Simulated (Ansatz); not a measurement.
`C[Si](C)(C)[GaH2]` and `C[Si](C)(C)N` differ in one atom or group.

Ansatz, PBE0-D4/def2-TZVP geometries, multiplicity 1. Each molecule was computed in one conformer, which needn't be the lowest.

Scalar relativity is left out up to krypton.

```csv
property,`C[Si](C)(C)[GaH2]`
HOMO energy (PBE0/def2-TZVPP) / eV,-6.84
HOMO–LUMO gap (ωB97M-V/def2-TZVPP) / eV,8.71
LUMO energy (ωB97M-V/def2-TZVPP) / eV,-0.15
HOMO–LUMO gap (B3LYP/def2-TZVPP) / eV,4.59
size of the dipole moment (ωB97M-V/def2-TZVPP) / D,1.34
LUMO energy (PBE/def2-TZVPP) / eV,-2.61
```

What does the change do to each property? (Best estimate.)

The calculation gave: 
| property | `C[Si](C)(C)N` | shift |
| --- | --- | --- |
| HOMO energy (PBE0/def2-TZVPP) / eV | -6.95 | -0.11 |
| HOMO–LUMO gap (ωB97M-V/def2-TZVPP) / eV | 11.47 | 2.76 |
| LUMO energy (ωB97M-V/def2-TZVPP) / eV | 2.15 | 2.30 |
| HOMO–LUMO gap (B3LYP/def2-TZVPP) / eV | 7.20 | 2.61 |
| size of the dipole moment (ωB97M-V/def2-TZVPP) / D | 0.79 | -0.55 |
| LUMO energy (PBE/def2-TZVPP) / eV | 0.04 | 2.65 |

With PBE0 the HOMO falls by 0.11 eV and the LUMO rises by 2.64 eV, so the gap widens by about 2.75 eV. PBE moves the HOMO by 0.25 eV and ωB97M-V by -0.46 eV. Dipoles are sizes alone; their direction can turn.

B3LYP here is the variant with VWN-RPA as its local correlation; programs differ in this.
